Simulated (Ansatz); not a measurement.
Consider the ligand exchange at a Ti–F bond: `[F][Ti]([F])([F])[Cl]` + HI → `[F][Ti]([F])([Cl])[I]` + H–F.

Computed with Ansatz on PBE0-D4/def2-TZVP structures; ΔE is electronic, products minus reactants. CCSD(T)/CBS adds triple-zeta CCSD(T) − MP2 to the extrapolated MP2 energy (def2 sets, frozen cores). This one scheme is used for every species. Elements past krypton have def2 core potentials. For I, Ti outer-core shells are correlated without core-valence functions, which leaves a few kJ/mol of doubt a bond. Scalar relativity is left out up to krypton.

```tsv
species	CCSD(T)/CBS(def2) energy (Eh)
`[F][Ti]([F])([F])[Cl]`	-1608.34854
HI	-298.03592
`[F][Ti]([F])([Cl])[I]`	-1805.98222
H–F	-100.39570
```

Work out ΔE.

ΔE = (-1805.98222) + (-100.39570) − (-1608.34854) − (-298.03592) = 0.00654 Eh = +17.2 kJ/mol.

Largest T1 diagnostic among the species: 0.024, so the coupled-cluster value is less sure than usual.

At CCSD(T), def2-SVP lies +27.5 kJ/mol from the extrapolated value and def2-TZVPP +8.8 kJ/mol. The D4 term adds −8.7 kJ/mol with B3LYP and −4.7 kJ/mol with PBE0; it sums over pairs of atoms, weighted by their polarisabilities, and B3LYP, whose exchange is more repulsive, gets the larger term.

B3LYP here is the variant with VWN-RPA as its local correlation; programs differ in this.
